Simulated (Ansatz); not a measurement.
Two members of one family (BF3 adduct), computed with Ansatz in the gas phase. Binding counts from free atoms in the multiplicity of their measured ground term, without zero-point energy. A dash marks a value that wasn't run or was left out as unsound. The structures are stationary points that may keep the symmetry of their start. Remarks come from the PBE and PBE0 runs and from stability tests at other levels; not every state was tested. HOMO above LUMO (over both spins in singlets and doublets, within one spin in higher multiplets; at PBE or PBE0), or a gap under 0.15 eV within one spin, warns that the state may not be the lowest or that an electron is smeared out.

First: B(H2O)F3 (singlet, charge 0, r2SCAN-D4/def2-SVP geometry).

```xyz
7

B    -0.704   -0.182    0.183
O     0.948    0.477    0.047
H     1.007    0.849   -0.847
H     1.541   -0.293    0.060
F    -1.173    0.405    1.292
F    -0.411   -1.502    0.265
F    -1.208    0.245   -0.999
```

```csv
level,HOMO (eV),LUMO (eV),gap (eV),vertical IE (eV),binding per atom (eV)
r2SCAN-D4/def2-TZVP,-9.26,-0.43,8.84,13.09,4.40
B3LYP-D4/6-31G,-10.23,-0.13,10.10,–,4.04
PBE0-D4/def2-SVP,-10.60,0.31,10.91,–,4.42
PBE0-D4/def2-TZVP,-10.92,-0.29,10.63,13.63,4.35
HSE06-D4/def2-TZVP,-10.50,-0.66,9.84,–,4.35
```

Remarks: gap within one spin near zero at PBE or PBE0 (+1 doublet).

Second: B(NH3)F3 (singlet, charge 0, r2SCAN-D4/def2-SVP geometry).

| atom | x (Å) | y (Å) | z (Å) |
| --- | --- | --- | --- |
| B1 | -0.575 | 0.624 | -0.114 |
| N2 | 0.558 | -0.606 | 0.111 |
| H3 | 0.111 | -1.435 | 0.507 |
| H4 | 1.296 | -0.299 | 0.748 |
| H5 | 0.986 | -0.863 | -0.781 |
| F6 | 0.165 | 1.658 | -0.622 |
| F7 | -1.070 | 0.841 | 1.145 |
| F8 | -1.472 | 0.079 | -0.993 |

Q: Estimate the same table for the second.

A: 
```
              level  HOMO (eV)  LUMO (eV)  gap (eV)  vertical IE (eV)  binding per atom (eV)
r2SCAN-D4/def2-TZVP      -8.61      -0.19      8.42             12.41                   4.27
     B3LYP-D4/6-31G      -9.40       0.34      9.74                 –                   4.04
   PBE0-D4/def2-SVP      -9.86       0.44     10.29                 –                   4.31
  PBE0-D4/def2-TZVP     -10.24      -0.18     10.06             12.87                   4.25
 HSE06-D4/def2-TZVP      -9.82      -0.55      9.28                 –                   4.25
```

Remarks: gap within one spin near zero at PBE or PBE0 (+1 doublet).
